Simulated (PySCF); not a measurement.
CH7F2NSi2. Atoms are numbered in the order given.

```xyz
13

C      1.9142    -0.8875     0.5878
Si     0.6492     0.3513     0.0379
F      1.3475     1.4172    -0.9759
F      0.1749     1.2130     1.3433
Si    -1.3007    -0.5483    -0.8479
N     -2.0667    -1.2182     0.5649
H      1.4393    -1.6289     1.2502
H      2.7357    -0.3997     1.1362
H      2.3388    -1.4209    -0.2775
H     -2.0718     0.4856    -1.6112
H     -1.0014    -1.6610    -1.7975
H     -2.8812    -1.8172     0.4721
H     -2.1588    -0.6184     1.3799
```
Charge 0, spin multiplicity 1.

Coordinates come from a ωB97X-D3(BJ)/def2-SVP optimisation. This is a generated structure with no PubChem entry under its InChIKey; it may be hypothetical. Other conformers were not sampled.

Computed with PySCF with HF/pcSseg-1.

GIAO shieldings, no solvent; atoms listed in one row are averaged. δ = σ(ref) − σ: ¹³C against TMS (σ = 192.6 ppm); ²⁹Si against TMS (σ = 393.8 ppm); ¹⁹F against CFCl3 (σ = 238.5 ppm); ¹⁵N against NH3 (σ = 267.3 ppm); ¹H against TMS (σ = 31.99 ppm), references at their B3LYP-D3(BJ)/def2-TZVP geometries, non-relativistic.

Problem. Estimate the chemical shifts. (The exact figures need the calculation; the answer reports its results.)

Solution. 
| nucleus | atoms | count | δ (ppm) |
|---|---|---|---|
| ¹³C | C1 | 1 | 2.0 |
| ²⁹Si | Si2 | 1 | 16.8 |
| ²⁹Si | Si5 | 1 | -54.5 |
| ¹⁹F | F3 | 1 | -121.4 |
| ¹⁹F | F4 | 1 | -128.3 |
| ¹⁵N | N6 | 1 | -8.4 |
| ¹H | H10 | 1 | 4.48 |
| ¹H | H11 | 1 | 4.40 |
| ¹H | H7, H8, H9 | 3 | 0.85 |
| ¹H | H12, H13 | 2 | 0.55 |
